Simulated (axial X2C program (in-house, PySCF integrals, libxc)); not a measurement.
**DyOH⁺: the levels of the configuration f10 s0**

Calculated with an axial X2C code built on PySCF integrals: two-component X2C with atomic mean-field Coulomb and Gaunt terms, basis Dy dyall-v3z, O dyall-v3z, H dyall-v3z (cores contracted in-house). Orbitals come from Hartree–Fock averaged over the configuration Dy f10 s0; CI then distributes these electrons over the f, s shells of Dy.

Dy–O–H held linear, bonds 2.028 and 0.950 Å (the second held) (near the minimum of the configuration average).

Active spinors (ω > 0):

```json
{"shell": "f", "ω": "5/2", "ε (eV)": "-10.04", "character": "100% Dy f"}
{"shell": "f", "ω": "3/2", "ε (eV)": "-9.97", "character": "100% Dy f"}
{"shell": "f", "ω": "1/2", "ε (eV)": "-9.90", "character": "99% Dy f"}
{"shell": "f", "ω": "7/2", "ε (eV)": "-9.19", "character": "100% Dy f"}
{"shell": "f", "ω": "5/2", "ε (eV)": "-9.13", "character": "100% Dy f"}
{"shell": "f", "ω": "3/2", "ε (eV)": "-9.07", "character": "100% Dy f"}
{"shell": "f", "ω": "1/2", "ε (eV)": "-9.02", "character": "99% Dy f"}
{"shell": "s", "ω": "1/2", "ε (eV)": "-4.66", "character": "81% Dy s, 15% Dy p"}
```

Lowest levels of this model:

```
Ω  energy (cm⁻¹)     g∥  configuration
8              0  19.92       100% f10
7             95  17.40       100% f10
6            214  14.88       100% f10
5            316  12.38       100% f10
4            384   9.91       100% f10
3            419   7.44       100% f10
2            431   4.97       100% f10
0            432   0.00       100% f10
1            432   2.49       100% f10
7           3887  16.49       100% f10
6           4015  14.10       100% f10
5           4115  11.69       100% f10
4           4192   9.33       100% f10
3           4244   6.99       100% f10
2           4277   4.67       100% f10
1           4294   2.34       100% f10
0           4299   0.00       100% f10
6           6775  12.94       100% f10
5           6916  10.71       100% f10
4           7007   8.49       100% f10
3           7076   6.34       100% f10
2           7125   4.24       100% f10
1           7156   2.13       100% f10
0           7166   0.00       100% f10
5           8965   9.20       100% f10
4           9121   7.28       100% f10
3           9214   5.35       100% f10
2           9286   3.58       100% f10
1           9329   1.82       100% f10
0           9343   0.00       100% f10
```

g∥ is the magnitude of 2⟨Lz + ge Sz⟩ for the +Ω component.

From Ω and g∥ of the lowest level, whose 2⟨Lz + ge Sz⟩ is positive, find ⟨Sz⟩ and ⟨Lz⟩ (ge = 2.0023).

Ω = ⟨Lz⟩ + ⟨Sz⟩ = 8 and ⟨Lz⟩ + ge⟨Sz⟩ = 9.960, so ⟨Sz⟩ = 1.96 and ⟨Lz⟩ = 6.04.

Occupations of the active spinors in the lowest level by ω, shell by shell in order of energy: -7/2: 0.00; -5/2: 0.93 0.07; -3/2: 0.85 0.15; -1/2: 0.73 0.27 0.00; 1/2: 1.00 1.00 0.00; 3/2: 1.00 1.00; 5/2: 1.00 1.00; 7/2: 1.00. The leading determinant has weight 0.58 among 106.

This point took 1.2 s on 1 thread of AMD EPYC 9R45 96-Core Processor (Zen 5) (shared host).

There is no dynamic correlation: spin–orbit spacings and, for f shells, spacings inside one term are the most reliable numbers, splittings between terms come out too wide, and energies between configurations are not reliable, so the lowest level need not be the ground state of the molecule. At most 4 roots were kept for each Ω > 0 (twice that for Ω = 0) within 2.2 eV of the lowest, so higher up levels can be missing between those listed; levels with Ω > 0 are doubly degenerate and listed once, Ω = 0 levels singly. States that fill the shells left empty in the average are placed too high. The molecule was held linear; bending was not examined.
